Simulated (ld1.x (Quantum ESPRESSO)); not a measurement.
**An all-electron radial function and its pseudo partner (H)**

Columns: radius, all-electron u(r) and pseudo u(r) of the 1s shell (level -6.36 eV) of hydrogen in the configuration 1s1; LDA (PZ), scalar-relativistic, RRKJ scheme, ld1.x (Quantum ESPRESSO) 7.5.

```json
{"r (bohr)": "0.042", "all-electron": "0.0746", "pseudo": "0.0644"}
{"r (bohr)": "0.085", "all-electron": "0.1446", "pseudo": "0.1295"}
{"r (bohr)": "0.128", "all-electron": "0.2085", "pseudo": "0.1926"}
{"r (bohr)": "0.170", "all-electron": "0.2655", "pseudo": "0.2517"}
{"r (bohr)": "0.212", "all-electron": "0.3175", "pseudo": "0.3073"}
{"r (bohr)": "0.255", "all-electron": "0.3658", "pseudo": "0.3601"}
{"r (bohr)": "0.298", "all-electron": "0.4096", "pseudo": "0.4080"}
{"r (bohr)": "0.340", "all-electron": "0.4481", "pseudo": "0.4500"}
{"r (bohr)": "0.382", "all-electron": "0.4829", "pseudo": "0.4870"}
{"r (bohr)": "0.425", "all-electron": "0.5149", "pseudo": "0.5201"}
{"r (bohr)": "0.467", "all-electron": "0.5427", "pseudo": "0.5480"}
{"r (bohr)": "0.510", "all-electron": "0.5681", "pseudo": "0.5726"}
{"r (bohr)": "0.552", "all-electron": "0.5900", "pseudo": "0.5934"}
{"r (bohr)": "0.595", "all-electron": "0.6097", "pseudo": "0.6119"}
{"r (bohr)": "0.638", "all-electron": "0.6268", "pseudo": "0.6280"}
{"r (bohr)": "0.680", "all-electron": "0.6413", "pseudo": "0.6418"}
{"r (bohr)": "0.722", "all-electron": "0.6537", "pseudo": "0.6538"}
{"r (bohr)": "0.765", "all-electron": "0.6644", "pseudo": "0.6644"}
{"r (bohr)": "0.807", "all-electron": "0.6730", "pseudo": "0.6730"}
{"r (bohr)": "0.850", "all-electron": "0.6801", "pseudo": "0.6801"}
{"r (bohr)": "0.892", "all-electron": "0.6855", "pseudo": "0.6855"}
{"r (bohr)": "0.935", "all-electron": "0.6896", "pseudo": "0.6896"}
{"r (bohr)": "0.977", "all-electron": "0.6923", "pseudo": "0.6923"}
{"r (bohr)": "1.020", "all-electron": "0.6939", "pseudo": "0.6939"}
{"r (bohr)": "1.062", "all-electron": "0.6942", "pseudo": "0.6942"}
{"r (bohr)": "1.105", "all-electron": "0.6936", "pseudo": "0.6936"}
```

(1) How many radial nodes do the two functions have?

(2) At about which radius was the pseudo-wave matched?

(3) Is the pseudo-wave norm-conserving?

## Answers

(1) The all-electron 1s function has n − l − 1 = 0; the pseudo-wave has 0.

(2) 0.85 bohr. The columns agree to 0.0005 from 0.72 bohr on; several derivatives are matched, so the curves merge somewhat inside the radius.

(3) Yes: the RRKJ scheme keeps the norm inside the radius equal to the all-electron one, which fixes the energy derivative of the logarithmic derivative at the level.
